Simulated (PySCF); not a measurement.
# Molecular orbitals of LiBr

revPBE at R = 2.186 Å; Li pcseg-1, Br pcseg-1; no relativity (PySCF 2.14). State: ¹Σ⁺ (singlet), closed shell. Only the outer orbitals are listed, counted within each symmetry.

| orbital | occ. | ε (eV) | on Li (%) | main shells (%) |
| --- | --- | --- | --- | --- |
| 7σ | 2 | -52.01 | 100 | 100 Li s |
| 8σ | 2 | -16.59 | 1 | 98 Br s |
| 9σ | 2 | -6.14 | 10 | 89 Br p |
| 4π | 2 | -5.44 | 5 | 94 Br p |
| 4π | 2 | -5.44 | 5 | 94 Br p |
| 10σ | 0 | -2.08 | 99 | 77 Li s, 22 Li p |
| 5π | 0 | -0.10 | 95 | 95 Li p |
| 5π | 0 | -0.10 | 95 | 95 Li p |

Question: Which are the highest filled and the lowest empty level, where do they sit, and how wide is the gap?

Answer: Highest filled 4π at -5.44 eV (in %: 94 Br p); lowest empty 10σ at -2.08 eV (in %: 77 Li s, 22 Li p); the gap at revPBE is 3.36 eV.

The bond order (Mayer) is 0.81. The ⟨S²⟩ is 0.000. The charge on Li (Mulliken, basis-dependent) is 0.56. The charge on Li (Löwdin, basis-dependent) is 0.26. The dipole moment (positive dipole means Li(−)Br(+)) is -6.72 D.
